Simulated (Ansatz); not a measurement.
Method: PBE0-D4/def2-TZVP (Ansatz, a first-principles code). No frequencies were computed at this level.

Ansatz 0.2 input:
```yaml
crystal:
  periodic: [false, false, false]
  atoms:
    - { symbol: Si, position_ang: [-1.678078, 0.106297, -0.113074] }
    - { symbol: N, position_ang: [0.000069, 0.001519, -0.067686] }
    - { symbol: Si, position_ang: [1.678875, -0.106018, -0.03757] }
    - { symbol: H, position_ang: [-2.179068, -0.783627, -1.170476] }
    - { symbol: H, position_ang: [-2.213804, -0.306652, 1.190981] }
    - { symbol: H, position_ang: [-2.058576, 1.496766, -0.398318] }
    - { symbol: H, position_ang: [2.201868, 0.940995, 0.850719] }
    - { symbol: H, position_ang: [2.189524, 0.084078, -1.401438] }
    - { symbol: H, position_ang: [2.059186, -1.433361, 0.464169] }
basis:
  gaussian: { orbitals: def2-tzvp }
hamiltonian:
  xc: pbe0
  dispersion: d4
relax:
  max_steps: 150
magnetization:
  spin_polarized: true
  initial_magnetization: 1
```

Output:

```
Functional definition: PBE0
955 factors; their error is unknown
mean field evaluation 1: about -17326.8430 eV, gradient 4.1e1 eV
mean field evaluation 2: about -17307.7495 eV, gradient 7.0e1 eV
mean field evaluation 4: about -17334.1007 eV, gradient 1.6e0 eV
mean field evaluation 8: about -17334.1945 eV, gradient 2.2e-2 eV
mean field evaluation 16: about -17334.1945 eV, gradient 5.5e-4 eV
mean field evaluation 32: about -17334.1945 eV, gradient 6.4e-3 eV
mean field evaluation 64: about -17334.1825 eV, gradient 1.6e0 eV
mean field -17334.19448297 eV, -637.0198977101 hartree, gradient 4.2e-10 eV, S^2 0.755053; 2 other end points of the search recorded, 0 dependent functions left out
reference -17334.19451850 eV, -637.0198990156 hartree; 21, 20 occupied and 120, 121 virtual orbitals, 955 factors
relax step   1: F+E_penalty+E_count = -17334.33484793 eV  Δ(F+E_penalty+E_count) = +0.000e0 eV  max|allowed force component| = 3.689e-1 eV/Å  Δτ_max = 0.0000 Å  (229 SCF iters, accepted)
these checks for a lower state are left out or cut short: starts, cluster_reference, orbital_swaps, neighbouring_geometries, increment
955 factors; their error is unknown
mean field -17334.27373322 eV, -637.0228101032 hartree, gradient 4.6e-7 eV, S^2 0.755360; 0 other end points of the search recorded, 0 dependent functions left out
reference -17334.27376882 eV, -637.0228114114 hartree; 21, 20 occupied and 120, 121 virtual orbitals, 955 factors
relax step   2: F+E_penalty+E_count = -17334.41307895 eV  Δ(F+E_penalty+E_count) = -7.823e-2 eV  max|allowed force component| = 1.533e-1 eV/Å  Δτ_max = 0.0855 Å  (50 SCF iters, accepted)
these checks for a lower state are left out or cut short: starts, cluster_reference, orbital_swaps, neighbouring_geometries, increment
955 factors; their error is unknown
mean field -17334.28183820 eV, -637.0231079555 hartree, gradient 1.6e-6 eV, S^2 0.755435; 0 other end points of the search recorded, 0 dependent functions left out
reference -17334.28187387 eV, -637.0231092665 hartree; 21, 20 occupied and 120, 121 virtual orbitals, 955 factors
relax step   3: F+E_penalty+E_count = -17334.42101879 eV  Δ(F+E_penalty+E_count) = -7.940e-3 eV  max|allowed force component| = 4.208e-2 eV/Å  Δτ_max = 0.0330 Å  (48 SCF iters, accepted)
these checks for a lower state are left out or cut short: starts, cluster_reference, orbital_swaps, neighbouring_geometries, increment
955 factors; their error is unknown
mean field evaluation 96: about -17334.2819 eV, gradient 2.0e-5 eV
mean field -17334.28194712 eV, -637.0231119585 hartree, gradient 1.0e-5 eV, S^2 0.755437; 0 other end points of the search recorded, 0 dependent functions left out
reference -17334.28198281 eV, -637.0231132699 hartree; 21, 20 occupied and 120, 121 virtual orbitals, 955 factors
relax step   4: F+E_penalty+E_count = -17334.42114290 eV  Δ(F+E_penalty+E_count) = -1.241e-4 eV  max|allowed force component| = 1.139e-2 eV/Å  Δτ_max = 0.0046 Å  (42 SCF iters, accepted)
these checks for a lower state are left out or cut short: starts, cluster_reference, orbital_swaps, neighbouring_geometries, increment
955 factors; their error is unknown
mean field -17334.28199906 eV, -637.0231138670 hartree, gradient 6.0e-6 eV, S^2 0.755428; 0 other end points of the search recorded, 0 dependent functions left out
reference -17334.28203474 eV, -637.0231151782 hartree; 21, 20 occupied and 120, 121 virtual orbitals, 955 factors
relax step   5: F+E_penalty+E_count = -17334.42119126 eV  Δ(F+E_penalty+E_count) = -4.836e-5 eV  max|allowed force component| = 9.564e-3 eV/Å  Δτ_max = 0.0019 Å  (41 SCF iters, accepted)
955 factors; their error is unknown
mean field evaluation 128: about -17334.2820 eV, gradient 1.9e-4 eV
mean field -17334.28199906 eV, -637.0231138670 hartree, gradient 6.0e-6 eV, S^2 0.755428; 3 other end points of the search recorded, 0 dependent functions left out
reference -17334.28203474 eV, -637.0231151782 hartree; 21, 20 occupied and 120, 121 virtual orbitals, 955 factors
Total energy: -17334.42122694 eV, -637.0282303973 hartree
Atom 0 at    -1.690524     0.138665    -0.075598 Å, force     0.000064    -0.003950     0.003371 eV/Å
Atom 1 at    -0.000040     0.001550    -0.070439 Å, force     0.000878     0.005802    -0.009564 eV/Å
Atom 2 at     1.689674    -0.145852    -0.066735 Å, force    -0.000806    -0.001168     0.003850 eV/Å
Atom 3 at    -2.132435    -0.780716    -1.164231 Å, force    -0.001390    -0.000826    -0.000135 eV/Å
Atom 4 at    -2.319889    -0.284566     1.204425 Å, force    -0.000352     0.000199     0.001824 eV/Å
Atom 5 at    -2.139639     1.522334    -0.387943 Å, force    -0.000347     0.001036    -0.000202 eV/Å
Atom 6 at     2.155429     0.938819     0.845362 Å, force     0.000359     0.000478     0.001103 eV/Å
Atom 7 at     2.270879     0.065861    -1.419999 Å, force     0.001733     0.000266    -0.000396 eV/Å
Atom 8 at     2.166541    -1.456098     0.452465 Å, force    -0.000140    -0.001837     0.000149 eV/Å
Dipole moment:    -0.000174     0.001403    -0.001664 e Å
```

Cost: around 100 core-seconds (rough).
